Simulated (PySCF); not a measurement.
## Core-level binding energies of `C#CC(=C)OCC`

C6H8O.
SMILES with atom numbers: `[CH:1]#[C:2][C:3](=[CH2:4])[O:5][CH2:6][CH3:7]`

Theory: delta-SCF UKS SCAN, pcX-2 on the ionised atom, pcseg-1 elsewhere, spin-free X2C (PySCF). Binding energies are ΔSCF values: E(core-ionised, relaxed orbitals) − E(ground state) at a fixed geometry, referred to the vacuum level.

Task: Give the core binding energies atom by atom.

Result: 
```csv
atom(s),bonded to,level,binding energy (eV),above the level's lowest (eV),count
C1,C (triple bond) and H,C 1s,290.28,+0.53,1
C2,C (triple bond) and C,C 1s,290.76,+1.01,1
C3,"O, C (double bond) and C",C 1s,292.71,+2.96,1
C4,C (double bond) and 2 H,C 1s,289.75,0.00,1
O5,2 C,O 1s,538.92,0.00,1
C6,"O, C and 2 H",C 1s,292.44,+2.69,1
C7,C and 3 H,C 1s,290.96,+1.21,1
```

Lowest listed C 1s: C4, bonded to C (double bond) and 2 H. Highest, 2.96 eV above it: C3, bonded to O, C (double bond) and C. Summing the Pauling electronegativity differences to the bonded atoms, each weighted by its formal bond order, gives -0.70 for the lowest site and +0.89 for the highest; no listed site has a larger sum than the highest. The smallest sum, -1.05, belongs to C7, 1.21 eV above the lowest.

Task: Which photon energy gives electrons from C 1s of C1 a kinetic energy of 20 eV, and what is their de Broglie wavelength?

Result: hν = 290.28 + 20 = 310.28 eV, recoil neglected; λ = 12.264 Å/√(E/eV) = 2.74 Å.

Task: Which photon wavelength matches the C 1s of C1 threshold?

Result: λ = hc/E = 12398.42 eV Å / 290.28 eV = 42.712 Å.

Spin contamination (⟨S²⟩ against 0.75 for a pure doublet) is marked for C 1s of C1 (0.90), C 1s of C2 (0.96) and C 1s of C3 (0.91), which makes these values less certain. Geometry: PBE0-D3(BJ)/def2-SVP, one conformer, isolated molecule.

The run took 77 s wall on an Arm Neoverse V1 with one thread, no GPU, shared host.

Shape of the structure used: `[CH:1]#[C:2][C:3](=[CH2:4])[O:5][CH2:6][CH3:7]`: C2–C3–O5–C6 180°, C3–O5–C6–C7 180°.
